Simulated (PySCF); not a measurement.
C4H8OSi, SMILES C[SiH]1CC(=O)C1.

Coordinates come from a r2SCAN-D4/def2-SVP optimisation. This is a generated structure with no PubChem entry under its InChIKey; it may be hypothetical.

Computed with PBE0/def2-TZVP (PySCF).

The molecule is in vacuum.

Computed frontier levels, gap, dipole moment and polarisability:
```json
{
  "highest_occupied_level": "-6.95 eV",
  "lowest_empty_level": "-0.55 eV",
  "orbital_gap": "6.40 eV",
  "dipole_moment": "4.09 D",
  "quadrupole, principal values (traceless, Buckingham form, about the centre of nuclear charge)": "-10.36, 4.44, 5.92 D·Å",
  "mean_static_polarisability": "74.1 bohr³ (10.98 Å³)",
  "polarisability_principal_values": "62.2, 68.8, 91.3 bohr³"
}
```
